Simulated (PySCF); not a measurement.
Compound: hexahydropyrrolizine, C7H13N.
Structure used (PBE0-D3(BJ)/def2-SVP), in Å, numbered top down from 1:
```xyz
21
C7H13N angstrom
C      2.149    0.001    0.281
C      1.139    1.128    0.457
C      0.029    0.737   -0.522
C     -1.407    1.066   -0.082
C     -1.872   -0.215    0.605
C     -1.201   -1.287   -0.255
N      0.097   -0.736   -0.602
C      1.244   -1.217    0.152
H      2.870   -0.086    1.107
H      2.722    0.147   -0.650
H      0.747    1.118    1.489
H      1.548    2.131    0.267
H      0.237    1.187   -1.510
H     -1.450    1.956    0.564
H     -2.038    1.270   -0.961
H     -1.479   -0.264    1.635
H     -2.967   -0.311    0.663
H     -1.804   -1.478   -1.163
H     -1.086   -2.254    0.258
H      0.953   -1.575    1.165
H      1.743   -2.063   -0.353
```

The closed-shell ground state was solved at several levels (PySCF, density fitting, gas phase, non-relativistic).

```
            level  basis functions  HOMO (eV)  LUMO (eV)  gap (eV)  dipole (D)
wB97X-D/def2-SVPD              264      -7.63       2.44     10.07        0.99
    PBE0/pcSseg-1              201      -5.72       1.40      7.12        1.00
```

**Question.** Estimate the row for mPW1PW91/pcSseg-1, a basis of 201 functions; the other rows only guide the guess.

**Answer.** HOMO -5.75 eV, LUMO 1.43 eV, gap 7.18 eV, dipole 1.01 D.

**Question.** Over all these levels, which gives the widest orbital gap and which the narrowest?

**Answer.** wB97X-D/def2-SVPD (range-separated hybrid) has the widest, 10.07 eV, and PBE0/pcSseg-1 (global hybrid, 25 % exact exchange) the narrowest, 7.12 eV. Functional and basis both differ between the two, so the spread mixes both effects.

**Question.** How far do the dipole and the HOMO energy spread over the levels?

**Answer.** The dipole runs from 0.99 to 1.01 D (mean 1.00 D) and the HOMO from -7.63 to -5.72 eV.

One conformer stands for the species.
